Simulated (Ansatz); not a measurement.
Reaction (ligand exchange at a Ge–Se bond): `[GeH3][SeH]` + `CC=N` → `C/C=[N]\[GeH3]` + H₂Se

Gas-phase electronic energies from Ansatz, PBE0-D4/def2-TZVP geometries. CCSD(T)/CBS adds triple-zeta CCSD(T) − MP2 to the extrapolated MP2 energy (def2 sets, frozen cores). Functionals use def2-TZVPP. B3LYP here is the variant with VWN-RPA as its local correlation; programs differ in this. For Ge, Se outer-core shells are correlated without core-valence functions, which leaves a few kJ/mol of doubt a bond. Scalar relativity is left out up to krypton. Each species was taken in one conformer, which may not be the lowest.

`[GeH3][SeH]`:

Cartesian coordinates in Å:
```
Ge -0.209 -0.556 -0.088
Se -0.267 1.717 0.534
H 0.803 -1.323 0.776
H -1.630 -1.071 0.165
H 0.159 -0.695 -1.572
H 1.144 1.927 0.185
```

`CC=N`:

```xyz
8

C     0.752   -0.327   -0.023
C    -0.419    0.559    0.247
N    -1.613    0.407   -0.135
H     1.186   -0.679    0.918
H     0.471   -1.191   -0.628
H     1.538    0.230   -0.541
H    -0.208    1.448    0.852
H    -1.706   -0.448   -0.690
```

`C/C=[N]\[GeH3]`:

Z-matrix (Å, degrees):
```
C
C 1 1.496
H 1 1.095 2 109.7
H 1 1.094 2 109.8 3 116.8
H 1 1.091 2 112.9 3 -121.6
N 2 1.260 1 129.7 3 121.2
H 2 1.102 1 113.6 3 -58.8
Ge 6 1.863 2 122.9 1 -0.0
H 8 1.542 6 111.3 2 -59.8
H 8 1.542 6 111.0 2 62.0
H 8 1.532 6 105.8 2 -179.0
```

H₂Se:

Z-matrix (Å, degrees):
```
Se
H 1 1.467
H 1 1.467 2 91.2
```

```tsv
level	ΔE (kJ/mol)
r2SCAN-D4	65.8
B3LYP-D4	64.0
PBE	69.8
r2SCAN	66.9
SCS-MP2/def2-TZVPP	61.7
SCS-MP2/def2-QZVPP	62.2
HF/CBS(def2)	70.9
CCSD/CBS(def2)	65.7
```

Problem. What does CCSD(T)/CBS give? (Best estimate.)

Solution. Ansatz gave: +63.8 kJ/mol. The listed levels differ from it by 2.0, 0.2, 6.0, 3.1, -2.1, -1.6, 7.1, 1.9 kJ/mol.

Largest T1 diagnostic among the species: 0.013.

The D4 term adds −4.6 kJ/mol with B3LYP and −2.7 kJ/mol with PBE0; it sums over pairs of atoms, weighted by their polarisabilities, and B3LYP, whose exchange is more repulsive, gets the larger term. In def2-TZVPP, CCSD(T) changes the Hartree–Fock value by −9.1 kJ/mol (the triples alone add −1.9 kJ/mol) and MP2 by −9.0 kJ/mol.
